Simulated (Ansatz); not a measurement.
`S=C[SiH2]Br` and `S=C[SiH2]S` differ in one atom or group.

Ansatz, PBE0-D4/def2-TZVP geometries, multiplicity 1. Each molecule was computed in one conformer, which needn't be the lowest.

Scalar relativity is left out up to krypton.

```
                                                                                  property  `S=C[SiH2]Br`
ideal-gas entropy at 298 K and 1 bar (rigid rotor, harmonic PBE0-D4/def2-TZVP) / J/(mol·K)            348
                                                         HOMO energy (PBE/def2-TZVPP) / eV          -5.69
                                                      HOMO–LUMO gap (PBE0/def2-TZVPP) / eV           3.70
                                                       HOMO–LUMO gap (PBE/def2-TZVPP) / eV           1.59
                                                     LUMO energy (ωB97M-V/def2-TZVPP) / eV          -0.99
                                                       LUMO energy (B3LYP/def2-TZVPP) / eV          -3.35
```

**Question.** Give the same properties after the change, and the shifts. (Estimate.)

**Answer.** Ansatz gave: 
| property | `S=C[SiH2]S` | shift |
| --- | --- | --- |
| ideal-gas entropy at 298 K and 1 bar (rigid rotor, harmonic PBE0-D4/def2-TZVP) / J/(mol·K) | 342 | -6 |
| HOMO energy (PBE/def2-TZVPP) / eV | -5.35 | 0.34 |
| HOMO–LUMO gap (PBE0/def2-TZVPP) / eV | 3.62 | -0.08 |
| HOMO–LUMO gap (PBE/def2-TZVPP) / eV | 1.51 | -0.08 |
| LUMO energy (ωB97M-V/def2-TZVPP) / eV | -0.80 | 0.19 |
| LUMO energy (B3LYP/def2-TZVPP) / eV | -3.12 | 0.23 |

With PBE0 the HOMO rises by 0.31 eV and the LUMO rises by 0.22 eV, so the gap narrows by about 0.09 eV. PBE moves the HOMO by 0.34 eV and ωB97M-V by 0.28 eV. The zero-point energy changes by 22.8 kJ/mol with +3 modes. Modes under 60 cm⁻¹, often nearly free rotors, make the harmonic entropy too high.

B3LYP here is the variant with VWN-RPA as its local correlation; programs differ in this.

Spin–orbit coupling is left out; it splits and shifts lone-pair levels of the heavy atoms by tenths of an eV.
